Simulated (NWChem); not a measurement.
# SiF$_{2}$ cation, doublet

```xyz
3

F      1.3737     0.0000    -0.3455
Si     0.0000     0.0000     0.4442
F     -1.3737     0.0000    -0.3455
```
Atoms are numbered in this order, from 1.

All runs: NWChem. Pople sets run with spherical d functions. Spin-unrestricted. In the optimisation the excess spin sits in a1 (C2v, its own frame). Geometry: optimised at PBE-D3(BJ)/def2-SVP, spin-unrestricted. No stability test was run on the SCF state. Vertical excitations in the gas phase; the lowest state need not have the same character in each row. Excited states of an open shell can be spin-contaminated.

For level BHandHLYP/6-31+G*, TDA:

```yaml
lowest excitation (eV): 5.26
oscillator_strength_of_that_lowest_state: 0.070
lowest empty minus highest occupied level, either spin (eV): 6.46
```

What are these values for level PBE/6-31+G*, TDA?


- lowest excitation (eV): 4.18
- oscillator strength of that lowest state: 0.000
- lowest empty minus highest occupied level, either spin (eV): 1.90
